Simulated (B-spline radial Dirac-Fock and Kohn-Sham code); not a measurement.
Radiative decay of the 2p3/2 hole in Mn³⁺

System: Mn³⁺, 1s2 2s2 2p6 3s2 3p6 3d4, inside a Watson sphere of charge -3 and radius 2 Å (a model of the Madelung potential; inside it an electron's potential energy is raised by 21.6 eV).

The computed values come from a radial finite-basis atomic code: a relativistic independent-particle model: LDA orbitals of the hole state, radiative multipoles to third order, Auger rates from the Coulomb interaction with a continuum orbital, Dirac-Fock energies.

| line | multipole | energy (eV) | width (meV) | share (%) |
| --- | --- | --- | --- | --- |
| Lℓ (L3-M1) | E1 | 556.0 | 0.150 | 10.8 |
| Lα2 (L3-M4) | E1 | 646.5 | 0.125 | 8.97 |
| Lα1 (L3-M5) | E1 | 646.6 | 1.12 | 80.2 |

The listed lines hold 100.0 % of the radiative rate. The radiative width is 0.00139 eV in the length form and 0.00146 eV in the velocity form; the two differ because the transition energies are not eigenvalue differences of the potential that gave the orbitals.
